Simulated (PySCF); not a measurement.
**Ni- (nickel, charge -1): PBEsol calculation**

Configuration: [Ar] 3d9 4s2, 2D determinant. All numbers are calculated (PySCF 2.14, the spin-free X2C one-electron Hamiltonian (Gaussian nucleus), in x2c-QZVPPall with one added diffuse shell each of s, p, d, f, g type (12s8p7d5f3g, 133 functions)).

- Total energy: -1519.111 hartree
- One-electron energy: -2118.725 hartree
- Hartree (Coulomb) energy: 662.085 hartree
- Exchange-correlation energy: -62.472 hartree
- ⟨S²⟩: 0.7577
- ⟨L²⟩: 6.036
- Sum of ⟨r⟩: 25.93 bohr
- Sum of ⟨r²⟩: 60.22 bohr²
- Traceless quadrupole moment −½Σ⟨3z² − r²⟩ along its main axis: -0.782 e·bohr²
- Langevin diamagnetic susceptibility: -47.7 ×10⁻⁶ cm³/mol
- Time after the integrals: about 6 core-seconds

```csv
shell,electrons,mean orbital energy (hartree),spread (hartree),"rms radius, mean of both spins (bohr)"
1s α,1,-300.81676,0,0.0625
1s β,1,-300.81663,0,0.0625
2s α,1,-35.61014,0,0.266
2s β,1,-35.58884,0,0.266
2p α,3,-30.58888,0.03222,0.238
2p β,3,-30.57282,0.01834,0.238
3s α,1,-3.68253,0,0.799
3s β,1,-3.63909,0,0.799
3p α,3,-2.23404,0.06332,0.853
3p β,3,-2.19174,0.02564,0.853
4s α,1,0.03121,0,4.19
3d α,5,0.03443,0.06899,1.45
4s β,1,0.03623,0,4.19
3d β,4,0.06914,0.03635,1.45
```

At PBEsol the highest occupied level has a positive energy, so only the finite basis holds that electron; in a semilocal or global hybrid functional this comes from self-interaction and does not mean that the real anion is unbound.

Densities and radii are taken from the X2C orbitals without a picture-change correction, which distorts them close to the nucleus.
